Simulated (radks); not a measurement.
The nuclear charge of neutral barium is varied continuously with 56 electrons held in [Xe] 6s2. All-electron calculation, scalar-relativistic Kohn-Sham, r2SCAN, spin-polarised, spherical densities, finite nucleus; meta-GGA in the generalised Kohn-Sham scheme; Fermi nuclear charge, rms radius 4.8378 fm. Program: a radial shooting solver on a logarithmic mesh with Libxc functionals. By the Hellmann-Feynman theorem dE/dZ = E(electron-nucleus)/Z, the electronic potential at the nucleus (averaged over a nucleus of fixed radius). The scalar-relativistic energy here is not variational (the density holds large components alone), so the two differ by a part that grows with Z.

[
 {"Z": "55.8", "E (hartree)": "-8065.8303", "E(electron-nucleus)/Z (hartree)": "-349.766", "HOMO": "6s", "e(HOMO) (eV)": "-2.282", "<r> HOMO (bohr)": "5.169"},
 {"Z": "55.9", "E (hartree)": "-8101.0005", "E(electron-nucleus)/Z (hartree)": "-350.642", "HOMO": "6s", "e(HOMO) (eV)": "-2.764", "<r> HOMO (bohr)": "5.021"},
 {"Z": "56", "E (hartree)": "-8136.2594", "E(electron-nucleus)/Z (hartree)": "-351.519", "HOMO": "6s", "e(HOMO) (eV)": "-3.267", "<r> HOMO (bohr)": "4.887"},
 {"Z": "56.1", "E (hartree)": "-8171.6069", "E(electron-nucleus)/Z (hartree)": "-352.395", "HOMO": "6s", "e(HOMO) (eV)": "-3.789", "<r> HOMO (bohr)": "4.765"},
 {"Z": "56.2", "E (hartree)": "-8207.0431", "E(electron-nucleus)/Z (hartree)": "-353.272", "HOMO": "6s", "e(HOMO) (eV)": "-4.330", "<r> HOMO (bohr)": "4.652"},
 {"Z": "56.3", "E (hartree)": "-8242.5679", "E(electron-nucleus)/Z (hartree)": "-354.148", "HOMO": "6s", "e(HOMO) (eV)": "-4.889", "<r> HOMO (bohr)": "4.548"},
 {"Z": "56.4", "E (hartree)": "-8278.1814", "E(electron-nucleus)/Z (hartree)": "-355.025", "HOMO": "6s", "e(HOMO) (eV)": "-5.465", "<r> HOMO (bohr)": "4.452"},
 {"Z": "56.5", "E (hartree)": "-8313.8836", "E(electron-nucleus)/Z (hartree)": "-355.902", "HOMO": "6s", "e(HOMO) (eV)": "-6.058", "<r> HOMO (bohr)": "4.362"},
 {"Z": "56.6", "E (hartree)": "-8349.6745", "E(electron-nucleus)/Z (hartree)": "-356.779", "HOMO": "6s", "e(HOMO) (eV)": "-6.666", "<r> HOMO (bohr)": "4.277"},
 {"Z": "56.7", "E (hartree)": "-8385.5542", "E(electron-nucleus)/Z (hartree)": "-357.656", "HOMO": "6s", "e(HOMO) (eV)": "-7.290", "<r> HOMO (bohr)": "4.198"},
 {"Z": "56.8", "E (hartree)": "-8421.5225", "E(electron-nucleus)/Z (hartree)": "-358.533", "HOMO": "6s", "e(HOMO) (eV)": "-7.930", "<r> HOMO (bohr)": "4.124"},
 {"Z": "56.9", "E (hartree)": "-8457.5797", "E(electron-nucleus)/Z (hartree)": "-359.411", "HOMO": "6s", "e(HOMO) (eV)": "-8.584", "<r> HOMO (bohr)": "4.054"},
 {"Z": "57", "E (hartree)": "-8493.7257", "E(electron-nucleus)/Z (hartree)": "-360.289", "HOMO": "6s", "e(HOMO) (eV)": "-9.253", "<r> HOMO (bohr)": "3.987"}
]

The central difference of E at Z = 56 is -353.032 hartree, to compare with the third column; the second derivative is -8.86 hartree.
